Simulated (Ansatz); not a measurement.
Total energies of F$_{2}$ISn, SMILES `[F][Sn]([F])[I]` radical.

```tsv
atom	x (Å)	y (Å)	z (Å)
F1	1.7640	0.4319	-0.3879
Sn2	0.2404	-0.4008	0.4234
F3	-0.4660	1.0476	1.4607
I4	-1.5384	-1.0787	-1.4961
```

Charge 0, multiplicity 2. Correlated methods include outer-core shells of I, Sn, which these sets cover unevenly. Sn, I takes the def2 core potential. All single points use the PBE0-D4/def2-TZVP geometry. Basis def2-TZVPP, Ansatz 0.2.0.

RPA on PBE orbitals: Hartree–Fock energy of these orbitals -709.00686 Eh, correlation -1.76500 Eh (frozen core).

| functional | energy without D4 (Eh) | D4 term (kJ/mol) |
| --- | --- | --- |
| LDA (SPW92) | -709.87150 | – |
| PBE | -711.68754 | -11.0 |
| r2SCAN | -712.00353 | -2.3 |
| B97M-V | -711.79436 | – |
| B3LYP | -712.05027 | -18.2 |
| HSE06 (plane-wave form) | -711.70020 | -9.1 |
| BHLYP | -711.68884 | -19.0 |
| CAM-B3LYP | -711.82606 | -10.0 |
| LC-ωPBE | -711.83824 | – |
| ωB97M-V | -711.77105 | – |

Give the same for revPBE, BLYP, PBE0, r2SCANh, r2SCAN0, ωB97X-V, B2PLYP, PBE-QIDH. (Estimate.)

Ansatz gave: 
| functional | energy without D4 (Eh) | D4 term (kJ/mol) |
| --- | --- | --- |
| revPBE | -711.90462 | -23.3 |
| BLYP | -711.77392 | -22.6 |
| PBE0 | -711.71076 | -9.4 |
| r2SCANh | -711.96788 | -2.6 |
| r2SCAN0 | -711.91612 | -2.9 |
| ωB97X-V | -711.77793 | – |
| B2PLYP | -711.40442 | – |
| PBE-QIDH | -711.33330 | – |

B3LYP takes the VWN-RPA correlation (the form of Gaussian; ORCA's B3LYP/G). HSE06 is the plane-wave form, built on full-range PBE exchange. The double hybrids freeze the cores in their second-order part.

LC-ωPBE has ω = 0.4 bohr⁻¹.
